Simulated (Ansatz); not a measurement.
Start from `CN[Si](F)(F)NC` and change one atom or group to get `CN[Si](F)(F)OC`.

Ansatz, PBE0-D4/def2-TZVP geometries, multiplicity 1. Each molecule was computed in one conformer, which needn't be the lowest.

```json
{"property": "LUMO energy (PBE/def2-TZVPP) / eV", "`CN[Si](F)(F)NC`": "0.00"}
{"property": "HOMO energy (ωB97M-V/def2-TZVPP) / eV", "`CN[Si](F)(F)NC`": "-9.64"}
{"property": "HOMO energy (PBE0/def2-TZVPP) / eV", "`CN[Si](F)(F)NC`": "-7.27"}
{"property": "HOMO–LUMO gap (B3LYP/def2-TZVPP) / eV", "`CN[Si](F)(F)NC`": "7.52"}
{"property": "LUMO energy (PBE0/def2-TZVPP) / eV", "`CN[Si](F)(F)NC`": "0.83"}
{"property": "LUMO energy (ωB97M-V/def2-TZVPP) / eV", "`CN[Si](F)(F)NC`": "2.24"}
```

Problem. Give the same properties after the change, and the shifts. (Estimate.)

Solution. Ansatz gave: 
| property | `CN[Si](F)(F)OC` | shift |
| --- | --- | --- |
| LUMO energy (PBE/def2-TZVPP) / eV | 0.05 | 0.05 |
| HOMO energy (ωB97M-V/def2-TZVPP) / eV | -9.72 | -0.08 |
| HOMO energy (PBE0/def2-TZVPP) / eV | -7.36 | -0.09 |
| HOMO–LUMO gap (B3LYP/def2-TZVPP) / eV | 7.68 | 0.16 |
| LUMO energy (PBE0/def2-TZVPP) / eV | 0.93 | 0.10 |
| LUMO energy (ωB97M-V/def2-TZVPP) / eV | 2.39 | 0.15 |

With PBE0 the HOMO falls by 0.09 eV and the LUMO rises by 0.10 eV, so the gap widens by about 0.19 eV. PBE moves the HOMO by -0.07 eV and ωB97M-V by -0.08 eV.

B3LYP here is the variant with VWN-RPA as its local correlation; programs differ in this.
